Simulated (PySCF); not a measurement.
AlClH5NO2Si, SMILES [OH][Al]([OH])[NH][SiH2]Cl.

Coordinates come from a PBE0-D3(BJ)/def2-SVP optimisation. The structure was generated by enumeration; whether it is a known compound was not checked. Other conformers were not sampled.

Vertical ionisation energy (IE) and electron affinity (EA) in eV. Rows of orbital energies are one-electron estimates. Where ΔSCF, EOM or ADC give a negative EA the extra electron is unbound and the value depends on the basis.

```tsv
level	IE	EA
−ε(HOMO), −ε(LUMO), r2SCAN/def2-TZVP (PySCF)	7.06	0.94
−ε(HOMO), −ε(LUMO), PBE/def2-TZVP (PySCF)	…	…
```

Problem. Some entries are withheld; supply them. (Estimate from the structure and the level; the computed values follow.)

Solution. 
- −ε(HOMO), −ε(LUMO), PBE/def2-TZVP (PySCF), IE: 6.75
- −ε(HOMO), −ε(LUMO), PBE/def2-TZVP (PySCF), EA: 1.41
